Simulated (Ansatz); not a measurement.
`F[Si](F)(F)I` + H–F → silicon tetrafluoride + HI at 600 K and 1 bar (ligand exchange at the Si–I bond).

Gas-phase electronic energies from Ansatz, PBE0-D4/def2-TZVP geometries. CCSD(T)/CBS is the MP2 limit (def2-TZVPP, def2-QZVPP) plus CCSD(T) − MP2 in def2-TZVPP, frozen cores. This one scheme is used for every species. Elements past krypton have def2 core potentials. For I outer-core shells are correlated without core-valence functions, which leaves a few kJ/mol of doubt a bond.

| species | CCSD(T)/CBS energy (Eh) | H − E (kJ/mol) | S (J/(mol·K)) |
| --- | --- | --- | --- |
| `F[Si](F)(F)I` | -886.14639 | 72.2 | 391.4 |
| H–F | -100.39570 | 42.3 | 194.0 |
| `F[Si](F)(F)F` | -688.53452 | 74.6 | 342.8 |
| HI | -298.03592 | 31.6 | 227.0 |

H − E and S are ideal-gas, rigid-rotor, harmonic terms from PBE0-D4/def2-TZVP. 1 Eh = 2625.50 kJ/mol, R = 8.31446 J/(mol·K).

By hand: ΔE, ΔH, ΔS and ΔG.

ΔE = (-688.53452) + (-298.03592) − (-886.14639) − (-100.39570) = -0.02835 Eh = -74.4 kJ/mol. Δ(H − E) = 74.6 + 31.6 − 72.2 − 42.3 = -8.3, so ΔH = -82.7 kJ/mol. ΔS = 342.8 + 227.0 − 391.4 − 194.0 = -15.6 J/(mol·K). ΔG = -82.7 − 600 × (-15.6)/1000 = -73.3 kJ/mol.

By hand: the equilibrium constant, and the temperature at which ΔG would vanish if ΔH and ΔS stayed fixed.

log₁₀ K = −ΔG/(RT ln 10) = 6.4. ΔG = 0 at ΔH/ΔS = 5301 K, far beyond where these terms or the molecules hold.

ΔH outweighs TΔS. A doubt of 5 kJ/mol in ΔE shifts log₁₀ K by 0.4 here. These are equilibria of isolated gas molecules and say nothing of rates. Largest T1 diagnostic: 0.011 (customary marks: 0.02 for closed shells, 0.045 for open ones).
